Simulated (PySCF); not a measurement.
A calculated (UHF, PySCF 2.14, def2-TZVPPD, no relativity, point nucleus) atom or ion has these occupied shells.

| shell | electrons | orbital energy (eV) | rms radius, mean of both spins (bohr) |
| --- | --- | --- | --- |
| 1s α | 1 | -8973.4 | 0.0612 |
| 1s β | 1 | -8973.4 | 0.0612 |
| 2s α | 1 | -1138.2 | 0.258 |
| 2s β | 1 | -1137.0 | 0.258 |
| 2p α | 3 | -996.62 | 0.230 |
| 2p β | 3 | -995.49 | 0.230 |
| 3s α | 1 | -164.30 | 0.773 |
| 3s β | 1 | -161.41 | 0.773 |
| 3p α | 3 | -118.46 | 0.815 |
| 3p β | 3 | -115.00 | 0.815 |
| 3d α | 5 | -40.821 | 1.03 |
| 3d β | 4 | -39.154 | 1.03 |

Q: Name the element and its charge.

A: Cu²⁺ (copper, charge +2), in [Ar] 3d9, 2D determinant.
